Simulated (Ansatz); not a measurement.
`CO[SiH2]O[SiH](O)O` → `O[SiH](O)O` + `CO[SiH]`  (silylene formation by 1,1-elimination)

Gas-phase electronic energies from Ansatz, PBE0-D4/def2-TZVP geometries. CCSD(T)/CBS is the MP2 limit (def2-TZVPP, def2-QZVPP) plus CCSD(T) − MP2 in def2-TZVPP, frozen cores. Functionals use def2-TZVPP. B3LYP here is the variant with VWN-RPA as its local correlation; programs differ in this. One conformer a species, not always the lowest.

| level | ΔE (eV) | difference from CCSD(T)/CBS |
| --- | --- | --- |
| ωB97M-V | 3.14 | -0.10 |
| PBE | 2.88 | -0.36 |
| r2SCAN | 3.32 | 0.08 |
| B3LYP | 2.97 | -0.27 |
| HF/def2-TZVPP | 3.28 | 0.04 |
| MP2/def2-TZVPP | 3.34 | 0.10 |
| CCSD(T)/def2-TZVPP | 3.18 | -0.06 |
| HF/def2-QZVPP | 3.30 | 0.06 |
| SCS-MP2/def2-QZVPP | 3.31 | 0.07 |
| MP2/CBS(def2) | 3.41 | 0.17 |
| CCSD(T)/CBS | 3.24 | 0 |

Largest T1 diagnostic among the species: 0.015.

The D4 term adds +0.19 eV with B3LYP and +0.11 eV with PBE0; it sums over pairs of atoms, weighted by their polarisabilities, and B3LYP, whose exchange is more repulsive, gets the larger term. From PBE to PBE0 (25 % exact exchange), in def2-TZVPP and without D4, ΔE moves by +0.23 eV.
